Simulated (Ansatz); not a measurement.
`F/C(=C/C(F)F)C(F)F` → `F/C=C(\F)C(F)F` + `[CH]F` at 500 K and 1 bar (formal loss of a carbene).

Gas-phase electronic energies from Ansatz, PBE0-D4/def2-TZVP geometries. CBS: MP2 limit from def2 TZ/QZ plus the TZ coupled-cluster correction, frozen cores. This one scheme is used for every species. Double bonds are as drawn, so ΔE can hold a change between cis and trans. One conformer a species, not always the lowest.

```
             species  CCSD(T)/CBS energy (Eh)  H − E (kJ/mol)  S (J/(mol·K))
`F/C(=C/C(F)F)C(F)F`               -652.92938           244.3          477.0
    `F/C=C(\F)C(F)F`               -514.47128           176.4          401.0
             `[CH]F`               -138.29972            50.0          241.9
```

H − E and S are ideal-gas, rigid-rotor, harmonic terms from PBE0-D4/def2-TZVP, for one conformer and one mirror image of each species. 1 Eh = 2625.50 kJ/mol, R = 8.31446 J/(mol·K).

**Question.** By hand: ΔE, ΔH, ΔS and ΔG.

**Answer.** ΔE = (-514.47128) + (-138.29972) − (-652.92938) = 0.15838 Eh = 415.8 kJ/mol. Δ(H − E) = 176.4 + 50.0 − 244.3 = -17.9, so ΔH = 397.9 kJ/mol. ΔS = 401.0 + 241.9 − 477.0 = 165.9 J/(mol·K). ΔG = 397.9 − 500 × (165.9)/1000 = 314.9 kJ/mol.

**Question.** By hand: the equilibrium constant, and the temperature at which ΔG would vanish if ΔH and ΔS stayed fixed.

**Answer.** log₁₀ K = −ΔG/(RT ln 10) = -32.9. ΔG = 0 at ΔH/ΔS = 2398 K.

The number of gas molecules changes by +1, which sets the sign of ΔS. A doubt of 5 kJ/mol in ΔE shifts log₁₀ K by 0.5 here. Other conformers and mirror images would add mixing entropy, several J/(mol·K) or more a flexible species. Modes under 60 cm⁻¹, often nearly free rotors, make the harmonic entropy too high. These are equilibria of isolated gas molecules and say nothing of rates. Largest T1 diagnostic: 0.018 (customary marks: 0.02 for closed shells, 0.045 for open ones).
